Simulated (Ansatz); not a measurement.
Ansatz (a first-principles code) input (RI-MP2/aug-cc-pV(T+d)Z):
A basis named .json is the Basis Set Exchange file of that set.

Ansatz 0.2 input:
```yaml
crystal:
  periodic: [false, false, false]
  atoms:
    - {symbol: Si, position_ang: [0.33645806, 0.07501901, -0.09322244]}
    - {symbol: Cl, position_ang: [-0.40375190, -0.28382823, 1.79000695]}
    - {symbol: Cl, position_ang: [-1.19590123, -0.10675841, -1.42200036]}
    - {symbol: O, position_ang: [1.00562582, 1.55666064, -0.12494795]}
    - {symbol: O, position_ang: [1.45240221, -1.01799582, -0.51919495]}
    - {symbol: H, position_ang: [0.52406208, 2.29445991, 0.25874549]}
    - {symbol: H, position_ang: [2.29540407, -1.01407182, -0.05660000]}
basis:
  gaussian:
    orbitals: aug-cc-pV_T+d_Z.json
    fitting: {mean_field: def2-universal-jkfit, correlation: aug-cc-pVTZ-RIFIT.json}
total_charge: 1
magnetization: {spin_polarized: true, initial_magnetization: 1}
correlation: {method: mp2, electrons: outside_noble_gas}
```

End of the output:

```
integrals: 0.54 GiB planned
574 factors; integrals over basis functions are off by at most 1.4e0 eV
745 factors; integrals over basis functions are off by at most 7.7e-1 eV
mean field: 1.54 GiB planned
mean field evaluation 1: about -36966.1007 eV, gradient 4.7e1 eV
mean field evaluation 2: about -36970.1700 eV, gradient 3.3e1 eV
mean field evaluation 4: about -36973.6944 eV, gradient 1.0e0 eV
mean field evaluation 8: about -36973.7169 eV, gradient 1.8e-1 eV
mean field evaluation 16: about -36973.9825 eV, gradient 7.5e-3 eV
mean field evaluation 32: about -36972.6694 eV, gradient 4.7e0 eV
mean field evaluation 64: about -36973.7233 eV, gradient 2.3e0 eV
mean field evaluation 96: about -36973.7158 eV, gradient 1.7e-3 eV
mean field -36973.98254584 eV, -1358.7687966940 hartree, gradient 2.2e-6 eV, S^2 0.763154; 11 other end points of the search recorded, 0 dependent functions left out
17 core orbitals not correlated
reference -36973.98254584 eV, -1358.7687966940 hartree; 16, 15 occupied and 270, 271 virtual orbitals, 745 factors
second order -25.90906725 eV of doubles, -0.00000000 eV of singles
Total energy: -36999.89161309 eV, -1359.7209373538 hartree
```

This state (charge 1, doublet) is run at the relaxed geometry of the species with charge 0 and multiplicity 1.
